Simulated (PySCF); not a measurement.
A structure optimised at PBE-D3(BJ)/def2-SVP, used in a PySCF frequency run:

```
Zn
S 1 2.1785
C 2 1.8457 1 100.08
H 3 1.1069 2 112.25 1 62.12
H 3 1.1070 4 109.63 2 125.52
H 3 1.1073 4 108.10 5 117.61
S 1 2.1841 3 144.12 4 54.12
H 7 1.3648 1 91.77 3 91.92
```
Charge 0, spin multiplicity 1.

Task: Write its SMILES and formula.

Result: C[S][Zn][SH], CH4S2Zn

Task: What are its rotational constants (standard atomic weights)?

Result: 12.461, 1.2214, 1.1296 GHz
